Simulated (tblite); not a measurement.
C7H9O (doublet state).
Atom-mapped SMILES: `[CH2:1][C@@H:2]([CH:3]=[CH2:4])/[CH:5]=[CH:6]\[CH:7]=[O:8]` (hydrogens: H9, H10 on C1; H11 on C2; H12 on C3; H13, H14 on C4; H15 on C5; H16 on C6; H17 on C7)

Computed geometry: GFN2-xTB, gas phase. This method treats the open shell by occupation alone, without spin polarisation.

(1) List the bond lengths, angles and torsions at this level.

## Answers

(1) 
| bond | length (pm) | order |
| --- | --- | --- |
| C1–C2 | 147.1 | single |
| C2–C3 | 152.8 | single |
| C3=C4 | 131.9 | double |
| C2–C5 | 149.7 | single |
| C5=C6 | 133.7 | double |
| C6–C7 | 145.6 | single |
| C7=O8 | 120.7 | double |
| C1–H9, C1–H10 | 107.2 | single |
| C2–H11 | 110.1 | single |
| C3–H12 | 108.1 | single |
| C4–H13 | 107.7 | single |
| C4–H14 | 107.7 | single |
| C5–H15 | 108.3 | single |
| C6–H16 | 108.2 | single |
| C7–H17 | 110.8 | single |

Bonds in one row agree within 1 pm and their mean is given. Orders are formal, as drawn. A selection of angles:
| angle | degrees |
| --- | --- |
| C2–C1–H9 | 121.6 |
| C2–C1–H10 | 119.3 |
| H9–C1–H10 | 119.0 |
| C1–C2–C3 | 113.3 |
| C1–C2–C5 | 113.1 |
| C1–C2–H11 | 109.1 |
| C3–C2–C5 | 105.1 |
| C3–C2–H11 | 105.4 |
| C5–C2–H11 | 110.6 |
| C2–C3–C4 | 124.6 |
| C2–C3–H12 | 114.2 |
| C4–C3–H12 | 121.2 |
| C3–C4–H13 | 121.8 |
| C3–C4–H14 | 121.5 |
| H13–C4–H14 | 116.7 |
| C2–C5–C6 | 127.1 |
| C2–C5–H15 | 114.2 |
| C6–C5–H15 | 118.6 |
| C5–C6–C7 | 125.8 |
| C5–C6–H16 | 119.7 |
| C7–C6–H16 | 114.5 |
| C6–C7–O8 | 124.5 |
| C6–C7–H17 | 115.4 |
| O8–C7–H17 | 120.2 |

Dihedral angles: C1–C2–C3–C4 19° (synperiplanar); C1–C2–C5–C6 151° (antiperiplanar); C2–C5–C6–C7 -3° (synperiplanar); C5–C6–C7–O8 173° (antiperiplanar).

C7 (carbon bonded to C, O and H) is planar (angles 124.5°, 120.2° and 115.4°, sum 360.0°, 0.00 Å off the plane of its three neighbours). C5 (carbon bonded to 2 C and H) is planar (angles 127.1°, 118.6° and 114.2°, sum 359.9°, 0.02 Å off the plane of its three neighbours). C3 (carbon bonded to 2 C and H) is planar (angles 124.6°, 121.2° and 114.2°, sum 360.0°, 0.01 Å off the plane of its three neighbours). C4 (carbon bonded to C and 2 H) is planar (angles 121.8°, 121.5° and 116.7°, sum 360.0°, 0.00 Å off the plane of its three neighbours). The 6 C–C bonds span 1.319 Å (C3=C4, drawn double) to 1.528 Å (C2–C3, drawn single), a spread of 0.209 Å. C6 (carbon bonded to 2 C and H) is planar (angles 125.8°, 119.7° and 114.5°, sum 360.0°, 0.00 Å off the plane of its three neighbours). C1 (carbon bonded to C and 2 H) is planar (angles 121.6°, 119.3° and 119.0°, sum 359.9°, 0.02 Å off the plane of its three neighbours).

Point group: C1 (no symmetry element, even within 0.4 Å). Its GFN2-xTB frequencies are all real (lowest 32 cm⁻¹). Torsions: H–C1–C2–C3 -114° and 63°, C1–C2–C3–C4 19°, C1–C2–C5–C6 151°, C5–C6–C7–O8 173°.

On one thread, Arm Neoverse V1 (aarch64), no GPU, shared host with 32 logical CPUs at a one-minute load of 41, this took 1.0 s wall. This is the geometry optimisation.

One conformer stands for the species.
